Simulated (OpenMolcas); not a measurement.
## WCl4O (SMILES O=[W](Cl)(Cl)(Cl)Cl): the dipole moment, rung by rung

WCl4O: 6 atoms, total charge 0, spin state singlet. SMILES: `O=[W](Cl)(Cl)(Cl)Cl`. The coordinates come from a PBE0-D4/def2-TZVP relaxation.

Each level gives the dipole moment (D). The values are calculated.

```tsv
level	kind	program	value (D)	CPU time
HF/def2-SVP (core potential)	Hartree–Fock	OpenMolcas	0.77	24 s
SVWN5/def2-SVP (core potential)	LDA	OpenMolcas	0.73	41 s
PBE/def2-SVP (core potential)	GGA	OpenMolcas	0.61	54 s
r2SCAN/def2-SVP (core potential)	meta-GGA	OpenMolcas	0.57	72 s
BHLYP/def2-SVP (core potential)	global hybrid	OpenMolcas	0.71	50 s
```

The values span 0.57 to 0.77 D. Magnitudes only. CPU times are rough (shared hosts, several kinds of processor): they show what a rung costs within a factor of a few.
